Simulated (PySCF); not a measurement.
Species: C5H11Al.
Cartesian coordinates in Å at the PBE0-D3(BJ)/def2-SVP level; atoms count from 1:
```
atom  x, y, z in Å
C1     1.9018    0.8039    0.1973
C2     1.6407   -0.3628    0.8849
C3     1.5700   -1.6745    0.2983
Al4    0.1603   -0.5271   -0.7015
C5    -1.6344   -0.2087    0.0407
C6    -2.2179    1.1754   -0.2510
H7     2.4546    0.7948   -0.7477
H8     1.7668    1.7724    0.6827
H9     1.1715   -0.2478    1.8722
H10    2.3014   -1.9169   -0.4829
H11    1.3262   -2.5055    0.9643
H12    0.5731   -0.3659   -2.2262
H13   -2.3096   -0.9891   -0.3578
H14   -1.6061   -0.3891    1.1307
H15   -2.2634    1.3820   -1.3331
H16   -3.2427    1.2934    0.1404
H17   -1.6086    1.9775    0.1976
```

Linear response at CAM-B3LYP/def2-SVPD (PySCF, frozen core in the response, non-relativistic).

Static isotropic polarisability: 89.55 au (13.27 Å³), principal values 80.7, 91.9, 96.0 au.

Task: What is the polarisability at 1064 nm and at the sodium D line?

Result: 90.59 au at 1064 nm (+1.2 %), 93.14 au at 589.3 nm (+4.0 %). The rise at 589.3 nm is 3.44 times that at 1064 nm; a pure ω² law gives 3.26. The lowest singlet lies at 235 nm, shorter than both wavelengths.

Task: What is the isotropic C6 coefficient between two such molecules, C6 = (3/π)∫α(iω)² dω?

Result: 2907 au (Eh·bohr⁶) by a ten-point quadrature over imaginary frequencies, which is 1740 eV·Å⁶ or 168 J·nm⁶/mol.

Task: Which effective excitation energy ω̄ makes London's formula C6 = (3/4)α²ω̄ exact here?

Result: ω̄ = 4·C6/(3α²) = 0.483 Eh = 13.2 eV. A one-pole form α(ω) = α/(1 − ω²/ω̄²) fitted to the 1064 nm value gives 10.9 eV. London's choice of the ionisation energy (8.66 eV, ΔSCF at the same level) gives C6 = 1910 au, 34 % too low.

Task: The lowest 10 singlets have (eV, f): 5.27, 0.130; 6.19, 0.023; 6.31, 0.014; 6.42, 0.130; 6.74, 0.004; 6.88, 0.004; 6.98, 0.016; 7.03, 0.062; 7.22, 0.094; 7.58, 0.033. What share of the static polarisability do they carry in the sum over states α = Σ f/ω²?

Result: 9.57 au, 10.7 % of α; the largest term, 3.46 au, is that of the state at 5.27 eV. Their oscillator strengths add up to 0.51. Higher states carry the rest.

Task: What molar refraction at the D line follows from R = (4π/3)·N_A·α′, with α′ the polarisability volume?

Result: α′ = 13.80 Å³ gives R = 34.81 cm³/mol, for isolated, non-vibrating species.

Task: How anisotropic is the static polarisability, by Δα² = ½[(α1 − α2)² + (α2 − α3)² + (α3 − α1)²]?

Result: Δα = 13.7 au, or 0.15 of the isotropic value.

Task: What three-body coefficient follows from the one-pole estimate C9 = (3/4)·α·C6?

Result: 195000 au. This is an estimate from the two numbers above, not a computed integral.

Time: 8.3 min of wall time (grids of density and orbitals included); peak memory 1.0 GiB. Hardware: one thread, Intel Xeon at 2.50 GHz (x86_64), shared host. This is the whole response run at CAM-B3LYP/def2-SVPD, SCF included.

One conformer stands for the species.
